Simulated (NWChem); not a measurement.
All runs are NWChem calculations. System: NP, charge 0, spin multiplicity 1, displaced from the optimised geometry. Level: CCSD(T)/cc-pVDZ, 6 core orbitals frozen, spin-restricted.

Part of the output:

```
             Northwest Computational Chemistry Package (NWChem) 7.3.0
             --------------------------------------------------------

                                NWChem Input Module
                                -------------------

 Scaling coordinates for geometry "geometry" by  1.889725989
 (inverse scale =  0.529177249)

                             Geometry "geometry" -> ""
                             -------------------------

 Output coordinates in angstroms (scale by  1.889725989 to convert to a.u.)

  No.       Tag          Charge          X              Y              Z
 ---- ---------------- ---------- -------------- -------------- --------------
    1 N                    7.0000     0.00000000     0.00000000     1.16378500
    2 P                   15.0000     0.00000000     0.00000000    -0.47363400

 Effective nuclear repulsion energy (a.u.)      33.9336548220

            Nuclear Dipole moment (a.u.)
            ----------------------------
        X                 Y               Z
 ---------------- ---------------- ----------------
     0.0000000000     0.0000000000     1.9690661342


 Summary of "ao basis" -> "" (spherical)
 ------------------------------------------------------------------------------
       Tag                 Description            Shells   Functions and Types
 ---------------- ------------------------------  ------  ---------------------
 *                          cc-pvdz                   on all atoms

 Summary of "ao basis" -> "ao basis" (spherical)
 ------------------------------------------------------------------------------
       Tag                 Description            Shells   Functions and Types
 ---------------- ------------------------------  ------  ---------------------
 N                          cc-pvdz                  6       14   3s2p1d
 P                          cc-pvdz                  8       18   4s3p1d

                                 NWChem SCF Module
                                 -----------------

  ao basis        = "ao basis"
  functions       =    32
  atoms           =     2
  closed shells   =    11
  open shells     =     0
  charge          =   0.00
  wavefunction    = RHF
  use symmetry    = F
  symmetry adapt  = F

 Summary of "ao basis" -> "ao basis" (spherical)
 ------------------------------------------------------------------------------
       Tag                 Description            Shells   Functions and Types
[...]
task         6 out of       105 done   5%  at       0.1 secs
task        11 out of       105 done  10%  at       0.4 secs
task        16 out of       105 done  15%  at       0.5 secs
task        21 out of       105 done  20%  at       0.5 secs
task        27 out of       105 done  25%  at       0.5 secs
task        32 out of       105 done  30%  at       0.7 secs
task        37 out of       105 done  35%  at       0.8 secs
task        42 out of       105 done  40%  at       1.0 secs
task        48 out of       105 done  45%  at       1.1 secs
task        53 out of       105 done  50%  at       1.3 secs
task        58 out of       105 done  55%  at       1.4 secs
task        63 out of       105 done  60%  at       1.5 secs
task        69 out of       105 done  65%  at       1.6 secs
task        74 out of       105 done  70%  at       1.7 secs
task        79 out of       105 done  75%  at       1.8 secs
task        84 out of       105 done  80%  at       1.9 secs
task        90 out of       105 done  85%  at       1.9 secs
task        95 out of       105 done  90%  at       1.9 secs
task       100 out of       105 done  95%  at       1.9 secs
task       105 out of       105 done 100%  at       1.9 secs
 commencing triples evaluation - blocking       1
 ccsd(t): done        1 out of       21 progress:    4.8%
 ccsd(t): done        2 out of       21 progress:    9.5%
 ccsd(t): done        3 out of       21 progress:   14.3%
 ccsd(t): done        4 out of       21 progress:   19.0%
 ccsd(t): done        5 out of       21 progress:   23.8%
 ccsd(t): done        6 out of       21 progress:   28.6%
 ccsd(t): done        7 out of       21 progress:   33.3%
 ccsd(t): done        8 out of       21 progress:   38.1%
 ccsd(t): done        9 out of       21 progress:   42.9%
 ccsd(t): done       10 out of       21 progress:   47.6%
 ccsd(t): done       11 out of       21 progress:   52.4%
 ccsd(t): done       12 out of       21 progress:   57.1%
 ccsd(t): done       13 out of       21 progress:   61.9%
 ccsd(t): done       14 out of       21 progress:   66.7%
 ccsd(t): done       15 out of       21 progress:   71.4%
 ccsd(t): done       16 out of       21 progress:   76.2%
 ccsd(t): done       17 out of       21 progress:   81.0%
 ccsd(t): done       18 out of       21 progress:   85.7%
 ccsd(t): done       19 out of       21 progress:   90.5%
 ccsd(t): done       20 out of       21 progress:   95.2%
 ccsd(t): done       21 out of       21 progress:  100.0%
 Time for integral evaluation pass     1        1.92
 Time for triples evaluation pass      1        0.06

 pseudo-e(mp4)  -0.22251735225768E-01
 pseudo-e(mp5)   0.19236244303034E-02
        e(t)    -0.20328110795464E-01

 --------------
 CCSD(T) Energy
 --------------
 Reference energy:                    -395.107736938725623

 CCSD corr. energy:                     -0.314100937457526
 T(CCSD) corr. energy:                  -0.022251735225768
 Total CCSD+T(CCSD) energy:           -395.444089611408913

 CCSD corr. energy:                     -0.314100937457526
 (T) corr. energy:                      -0.020328110795464
 Total CCSD(T) energy:                -395.442165986978637

 routine      calls  cpu(0)   cpu-min  cpu-ave  cpu-max   i/o
 aoccsd          1     0.00     0.00     0.00     0.00    0.00
 iterdrv         1     0.01     0.01     0.01     0.01    0.00
 pampt          14     0.02     0.02     0.02     0.02    0.00
 t2pm           14     0.03     0.03     0.03     0.03    0.00
 sxy            14     0.07     0.07     0.07     0.07    0.00
 ints       154350    13.68    13.68    13.68    13.68    0.00
 t2eri        1470     0.29     0.29     0.29     0.29    0.00
 idx2         1470     0.10     0.10     0.10     0.10    0.00
 idx34          14     0.01     0.01     0.01     0.01    0.00
 ht2pm          14     0.04     0.04     0.04     0.04    0.00
 itm            14     0.08     0.08     0.08     0.08    0.00
 pdiis          14     0.01     0.01     0.01     0.01    0.00
 triples         1     0.00     0.00     0.00     0.00    0.00
 rdtrpo          1     0.00     0.00     0.00     0.00    0.00
 trpmos          1     1.92     1.92     1.92     1.92    0.00
 trpdrv          1     0.02     0.02     0.02     0.02    0.00
 dovvv        3150     0.01     0.01     0.01     0.01    0.00
 doooo        3150     0.01     0.01     0.01     0.01    0.00
 tengy        2625     0.02     0.02     0.02     0.02    0.00
 Total                16.32    16.32    16.32    16.32    0.00

 Task  times  cpu:       19.5s     wall:       19.5s

 Total times  cpu:       19.5s     wall:       19.5s
```

Task: Write an NWChem input that would produce this output.

Result: This is not unique; one that fits is 
```
start mol
memory heap 100 mb stack 700 mb global 1900 mb
geometry units angstroms nocenter noautoz noautosym
  N      0.000000     0.000000     1.163785
  P      0.000000     0.000000    -0.473634
end
basis spherical
  * library cc-pvdz
end
scf
  rhf
  nopen 0
  maxiter 100
  thresh 1e-7
  semidirect memsize 60000000 filesize 0
end
ccsd
  freeze core 6
  maxiter 60
end
task ccsd(t) energy
```
